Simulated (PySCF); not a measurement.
Shifts of the heteroatoms

Mapped SMILES: `[CH3:1][O:2]/[CH:3]=[CH:4]\[C:5](=[O:6])[F:7]`; H(Xn) means a hydrogen on atom n.

[PySCF 2.14.0 with density-fitted response routines: structure optimised with GFN2-xTB; σ from GIAO-PBE0/pcSseg-1; J: B3LYP/pcJ-1 (spin–dipole term only in couplings to heteroatoms); non-relativistic Hamiltonian; a single conformation; gas phase; rapidly exchanging positions averaged]

Q: What are the 19F shifts?

A: 
```json
{"atoms": "F7", "environment": "fluorine bonded to C", "σ (ppm)": "130.3", "δ (ppm)": "28.5"}
```

Shieldings were converted by a linear fit to measured shifts: 19F: δ = 146.13 − 0.903σ +14.6 on sp3 carbon (rms 6.0 ppm, 223 shifts, 7.0 ppm with the 5 outliers that the fit left out vs CFCl3, solution or neat liquid). Occasional misses reach two or three times the rms, and more in compound classes unlike the fitted ones. Couplings are scaled by factors fitted to measured values: 2J(H,H) × 0.95 (rms 1.3 Hz), 3J(H,H) × 0.92 (rms 0.5 Hz), 1J(C,F) × 0.77 (rms 8.7 Hz), 2J(C,F) × 1.14 (rms 1.9 Hz, 10.1 with 1 outliers), 3J(C,F) × 1.46 (rms 1.5 Hz); all others are unscaled and can be 10–30 % off.

Couplings (the largest are listed; each averaged over equivalent pairs): 1J(C5,F7) = -307.1 Hz, 2J(C4,F7) = 62.4 Hz, 2J(O6,F7) = 62.4 Hz, 3J(F7,H(C4)) = 22.5 Hz, 3J(C3,F7) = -17.1 Hz.

On a 600 MHz spectrometer 19F resonates near 564.6 MHz, so 1 ppm is 564.6 Hz.

Q: Where does 17O resonate?

A: 
| atoms | environment | σ (ppm) | δ (ppm) |
| --- | --- | --- | --- |
| O6 | carbonyl oxygen | -107.2 | 364.4 |
| O2 | ether oxygen | 192.4 | 91.4 |

Shieldings were converted by a linear fit to measured shifts: 17O (scatter 10.7 ppm rms, 12.2 ppm with the 3 outliers that the fit left out vs liquid water, solution or neat liquid). A few per cent of atoms miss by over 2 rms, more outside the fitted compound classes. Couplings are scaled by factors fitted to measured values: 2J(H,H) × 0.95 (rms 1.3 Hz), 3J(H,H) × 0.92 (rms 0.5 Hz), 1J(C,F) × 0.77 (rms 8.7 Hz), 2J(C,F) × 1.14 (rms 1.9 Hz, 10.1 with 1 outliers), 3J(C,F) × 1.46 (rms 1.5 Hz); all others are unscaled and can be 10–30 % off.

Couplings (the largest are listed; each averaged over equivalent pairs; quadrupolar broadening usually hides them): 1J(O2,C3) = 27.3 Hz, 1J(C5,O6) = 23.2 Hz, 1J(C1,O2) = 21.7 Hz, 2J(O6,F7) = 62.4 Hz, 2J(O2,C4) = -6.8 Hz, 2J(O2,H(C1)) = -5.8 Hz, 2J(C4,O6) = -2.8 Hz, 3J(O2,H(C4)) = -8.4 Hz, 3J(C3,O6) = -2.3 Hz.

On a 500 MHz spectrometer 17O resonates near 67.8 MHz, so 1 ppm is 67.8 Hz.
